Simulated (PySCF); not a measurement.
PySCF job for BH2, SMILES [BH2], multiplicity 2, PBE-D3(BJ)/def2-TZVPD. The structure is a stationary point at PBE-D3(BJ)/def2-TZVPD. The isomer is the one that the SMILES or the coordinates give; other isomers of the formula were not compared.

```python
import numpy as np
from pyscf import gto, scf, dft, df
from pyscf.hessian import thermo

mol = gto.M(
    atom='''
    B     0.00000000    0.00000000    0.14555829
    H     0.00000000   -1.08414192   -0.36389571
    H     0.00000000    1.08414192   -0.36389571
    ''',
    basis='def2-TZVPD',
    charge=0,
    spin=1,
    max_memory=1600,
    verbose=3,
)
mf = dft.UKS(mol, xc='pbe').density_fit(auxbasis='def2-universal-jkfit')
mf.disp = 'd3bj'
mf.grids.level = 3
mf.conv_tol = 1e-11
mf.max_cycle = 100
mf.kernel()
fine, coarse = mf.grids, dft.Grids(mol).set(level=1).build(with_non0tab=True)
for _ in range(3):  # follow internal instabilities
    mf.grids = coarse
    mo, _, stable, _ = mf.stability(return_status=True, nroots=4)
    mf.grids = fine
    if stable:
        break
    mf.kernel(mf.make_rdm1(mo, mf.mo_occ))

# [left out here: the lines that compute and print the analytic Hessian (its translational invariance restored by hand, since the grid's response is missing), thermochemistry and intensities]
```

Output:

```

WARN: HOMO -0.16693065007127 >= LUMO -0.166930650071272

converged SCF energy = -25.8834750651366  <S^2> = 0.75177863  2S+1 = 2.0017778
<class 'pyscf.df.df_jk.DFUKS'> wavefunction is stable in the internal stability analysis

WARN: DFTD3 does not support analytical Hessian, using finite difference


WARN: Mole.unit (angstrom) is changed to Bohr

Mode                                 0                   1                   2
Irrep
Freq [cm^-1]                      943.9985           2523.2691           2695.2913
Reduced mass [au]                   1.1427              1.0335              1.1457
Force const [Dyne/A]                0.6000              3.8768              4.9036
Char temp [K]                    1358.2037           3630.4224           3877.9241
Normal mode                   x     y     z       x     y     z       x     y     z
       0   B                 0.00 -0.00 -0.11    0.00  0.00 -0.05   -0.00  0.11  0.00
       1   H                 0.00 -0.29  0.59   -0.00  0.64  0.27    0.00 -0.59 -0.28
       2   H                -0.00  0.29  0.59   -0.00 -0.64  0.27    0.00 -0.59  0.28
temperature 298.1500 [K]
pressure 101325.00 [Pa]
Rotational constants [GHz] 1145.99378 213.28209 179.81630
Symmetry number 2
Zero-point energy (ZPE) 0.01404 [Eh]   36860.288 [J/mol]
                           tot       elec      trans        rot        vib
Entropy [J/mol/K]       194.059      5.763    140.567     47.238      0.491
Cv [J/mol/K]             26.805      0.000     12.472     12.472      1.862
Cp [J/mol/K]             35.119      0.000     20.786     12.472      1.862
Internal energy [J/mol]                      3718.434   3718.434  36980.462
Internal energy [Eh]   -25.86656  -25.88348
Enthalpy [J/mol]                             6197.391   3718.434  36980.462
Enthalpy [Eh]          -25.86561
Gibbs free energy [J/mol]                  -35712.666 -10365.485  36834.078
Gibbs free energy [Eh] -25.88765
mode   freq/cm-1   IR/(km/mol)
   1      944.00         7.028
   2     2523.27        13.203
   3     2695.29        91.886
max |gradient| / (hartree/bohr): 2.9746968270765412e-05
APT charges: [ 0.0998 -0.0499 -0.0499]
```

The run converged.

Cost: very roughly 9 core-seconds.
